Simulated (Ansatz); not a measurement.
A set of 12 reactions (bond dissociation), with CCSD(T)/CBS values in kJ/mol:

```json
{"reaction": "`O[SiH2]C[SiH2]O` → `[OH]`• + `O[SiH2]C[SiH2]`•", "ΔE": "563.7"}
{"reaction": "`BN[SiH2]O` → `B[NH]`• + `O[SiH2]`•", "ΔE": "510.0"}
{"reaction": "`C[O][AlH][NH2]` → `[NH2][AlH]`• + `C[O]`•", "ΔE": "509.7"}
{"reaction": "`O[SiH](O)[SiH2][SiH3]` → `[SiH2][SiH3]`• + `O[SiH]O`•", "ΔE": "333.4"}
{"reaction": "`CO[Si](F)(S)Cl` → `[SH]`• + `CO[Si](F)Cl`•", "ΔE": "411.4"}
{"reaction": "`[OH][In]([F])[F]` → F• + `[OH][In][F]`•", "ΔE": "455.3"}
{"reaction": "`F[SiH2][SiH](F)F` → `F[SiH]F`• + `F[SiH2]`•", "ΔE": "341.7"}
{"reaction": "`C#C[O][SbH2]` → `C#C[O]`• + `[SbH2]`•", "ΔE": "176.8"}
{"reaction": "`CSS[SiH2][SiH3]` → `CS[S]`• + `[SiH2][SiH3]`•", "ΔE": "293.1"}
{"reaction": "`N[SiH](O)[SbH2]` → `[SbH2]`• + `N[SiH]O`•", "ΔE": "272.9"}
{"reaction": "`NCCN` → 2 `[CH2]N`•", "ΔE": "339.4"}
{"reaction": "`F[SiH](Cl)Cl` → F• + `Cl[SiH]Cl`•", "ΔE": "666.4"}
```

Calculated with Ansatz (gas phase, PBE0-D4/def2-TZVP geometries, no zero-point term in ΔE). CCSD(T)/CBS adds triple-zeta CCSD(T) − MP2 to the extrapolated MP2 energy (def2 sets, frozen cores). This one scheme is used for every species, atoms too. DFT in def2-TZVPP. B3LYP here is the variant with VWN-RPA as its local correlation; programs differ in this. No spin–orbit coupling; open shells (•) take unrestricted orbitals. Spin–orbit coupling would lower the free atoms: a little for F. Elements past krypton have def2 core potentials. Bonds to In, Sb are less sure, by a few kJ/mol each and by 10 to 20 or more in all where they break to atoms, as the def2 sets lack core-valence functions. One conformer a species, not always the lowest.

Task: Give the mean, mean absolute and largest difference (level minus CCSD(T)/CBS, kJ/mol) for: PBE-D4, r2SCAN-D4, B3LYP-D4, ωB97X-V, ωB97M-V, PBE, r2SCAN, PBE0, HF/def2-TZVPP, MP2/def2-TZVPP, CCSD/def2-TZVPP, CCSD(T)/def2-TZVPP, SCS-MP2/def2-QZVPP, HF/CBS(def2). (Best estimate.)

Result: The calculation gave: 
```json
{"level": "PBE-D4", "mean": "-26.2", "mean absolute": "26.2", "largest": "-51.4"}
{"level": "r2SCAN-D4", "mean": "-34.7", "mean absolute": "34.7", "largest": "-52.9"}
{"level": "B3LYP-D4", "mean": "-29.0", "mean absolute": "29.0", "largest": "-38.5"}
{"level": "ωB97X-V", "mean": "-7.9", "mean absolute": "8.6", "largest": "-17.9"}
{"level": "ωB97M-V", "mean": "-6.7", "mean absolute": "7.3", "largest": "-22.5"}
{"level": "PBE", "mean": "-34.1", "mean absolute": "34.1", "largest": "-59.2"}
{"level": "r2SCAN", "mean": "-36.8", "mean absolute": "36.8", "largest": "-54.9"}
{"level": "PBE0", "mean": "-32.5", "mean absolute": "32.5", "largest": "-45.5"}
{"level": "HF/def2-TZVPP", "mean": "-123.2", "mean absolute": "123.2", "largest": "-170.1"}
{"level": "MP2/def2-TZVPP", "mean": "6.4", "mean absolute": "11.8", "largest": "22.8"}
{"level": "CCSD/def2-TZVPP", "mean": "-22.7", "mean absolute": "22.7", "largest": "-33.1"}
{"level": "CCSD(T)/def2-TZVPP", "mean": "-14.8", "mean absolute": "14.8", "largest": "-22.1"}
{"level": "SCS-MP2/def2-QZVPP", "mean": "9.6", "mean absolute": "10.9", "largest": "24.4"}
{"level": "HF/CBS(def2)", "mean": "-123.0", "mean absolute": "123.0", "largest": "-166.3"}
```

The largest T1 diagnostic in the set is 0.030, for `B[NH]`• (customary mark 0.045).

CCSD(T)/CBS is a level of theory with its own doubt, and the functionals carry their triple-zeta basis error, so these figures describe this set and don't rank the functionals.
